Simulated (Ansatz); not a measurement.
# Ligand exchange: AuF + BH(CH3)(OH) → AuOH + BH(CH3)F

Species: AuF, singlet; BH(CH3)(OH), singlet; AuOH `[OH][Au]`, singlet; BH(CH3)F, singlet. The partners trade F for OH: Au–F and B–OH bonds give way to Au–OH and B–F.

Shapes, held fixed at every level: PBE0-D4/def2-TZVP. Flexible molecules stand in one conformer, not always the lowest. Programs: Ansatz 0.2.0. The zero-point and thermal change to 298 K, harmonic and unscaled (PBE0-D4/def2-TZVP), is -4.0 kJ/mol.

(1) Estimate ΔH(298 K) of this reaction.

Answers

(1) The highest level, CCSD(T)/def2-TZVPP, gives ΔH(298 K) = -21.2 kJ/mol; the levels span -25.7 to -5.3. The column of differences is taken from that level and isn't an error. No measured value is set beside it here. T1 is large for AuF, AuOH, so single-reference values are less sure there. For atoms past krypton def2 sets carry core potentials with scalar relativity. Correlated rows may include outer-core shells of Au, which these sets cover unevenly.

```tsv
level	kind	ΔH(298 K) (kJ/mol)	less CCSD(T)/def2-TZVPP
SPW92/def2-TZVPP	LDA	-25.7	-4.5
PBE-D4/def2-TZVPP	GGA	-18.9	+2.3
B3LYP-D4/def2-TZVPP	global hybrid	-14.6	+6.6
BHLYP-D4/def2-TZVPP	global hybrid	-6.8	+14.4
wB97X-V/def2-TZVPP	range-separated hybrid	-5.3	+15.9
B2PLYP/def2-TZVPP	double hybrid	-20.3	+0.9
CCSD/def2-TZVPP	coupled cluster or CI	-17.1	+4.1
CCSD(T)/def2-TZVPP	coupled cluster or CI	-21.2	0.0
```
